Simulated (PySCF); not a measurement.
Hf(Cl)3(NH2) (Cl3H2HfN), SMILES [NH2][Hf]([Cl])([Cl])[Cl], multiplicity 1.

The structure is a stationary point at B3LYP-D3(BJ)/def2-SVP. The multiplicity is an assumed one; no other spin state was optimised. The structure was generated by enumeration; whether it is a known compound was not checked. The def2 effective core potentials stand for the cores of Hf; spin–orbit coupling is left out. One conformer was computed; it need not be the lowest.

Two levels are set side by side: PBE/def2-TZVP (PySCF) and r2SCAN/def2-TZVP (PySCF). Same geometry, gas phase. Differences are taken from unrounded values.

| quantity | r2SCAN | PBE | PBE minus r2SCAN |
|---|---|---|---|
| orbital gap (eV) | 4.84 | 4.33 | -0.51 |
| highest occupied level (eV) | -7.27 | -6.93 | 0.34 |
| lowest empty level (eV) | -2.43 | -2.60 | -0.18 |
| dipole moment (D) | 2.76 | 2.71 | -0.05 |
| mean polarisability (bohr³) | 83.6 | 86.3 | 2.7 |

Rough cost on one machine, each run with all the roots and properties that it gave: r2SCAN against PBE about 3 times.
